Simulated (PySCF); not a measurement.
silene (CH₄Si), singlet, geometry from GFN2-xTB, with bond 4-1 at 2.4 times its length. Base run: PySCF with CASSCF(6,6)/6-31G*.

Here is a job for PySCF.
```python
from pyscf import gto, scf, mcscf
import numpy

mol = gto.Mole()
mol.atom = '''
    C    -1.18326895   -0.07157366   -0.02927415
    Si    0.56054384    0.03390622    0.01386789
    H    -1.81526288    0.79882736   -0.07936603
    H    -2.44143679   -2.32838764    0.02229383
    H     1.45861856   -1.11309312    0.08164190
    H     1.31614981    1.28093351   -0.01299394
'''
mol.basis = '6-31g*'
mol.verbose = 4
mol.build()

mf = scf.RHF(mol)
mf.kernel()
mc = mcscf.CASSCF(mf, 6, 6)
mc.fix_spin_(ss=0.0)
mc.kernel()
occ = numpy.linalg.eigvalsh(mc.fcisolver.make_rdm1(mc.ci, mc.ncas, mc.nelecas))[::-1]
ss = mc.fcisolver.spin_square(mc.ci, mc.ncas, mc.nelecas)[0]
print('natural occupations', occ.round(4), ' <S^2>', round(ss, 4))
```

The base run was repeated with changes; each row names its change, and settings that it needs were set with it.

```tsv
change	ΔE vs base (kcal/mol)	natural occupations	<S^2> of the state	core-seconds (rough)	outcome
base	0.000	1.97 1.87 1.48 0.52 0.12 0.03	0.00	4	converged
orbitals = fixed (CASCI)	34.86	2.00 1.89 1.53 0.47 0.11 0.00	0.00	0.7	converged
state_average = 2 states	3.16	-	-	5	converged
fix_spin_ = off	0.000	1.97 1.87 1.48 0.52 0.12 0.03	0.00	3	converged
active space = 8 electrons, 9 orbitals	-15.15	1.98 1.97 1.88 1.47 0.53 0.12 0.03 0.02 0.01	0.00	8	converged
active space = 2 electrons, 2 orbitals	37.22	1.46 0.54	0.00	1	converged
active space = 10 electrons, 8 orbitals	-	-	-	-	not converged
conv_tol = 1e-5	0.000	1.97 1.87 1.48 0.52 0.12 0.03	0.00	2	converged
active space = 4 electrons, 4 orbitals	16.18	1.85 1.47 0.54 0.15	0.00	1	converged
orbitals = fixed (CASCI); correction = SC-NEVPT2	-88.0	2.00 1.89 1.53 0.47 0.11 0.00	0.00	0.9	converged
solver = newton	0.000	1.97 1.87 1.48 0.52 0.12 0.03	0.00	3	converged
```

Active orbitals are taken around the Fermi level unless the row says otherwise; CASSCF can end in different local minima, and two programs can end on different orbitals. State-averaged rows give the lowest state.
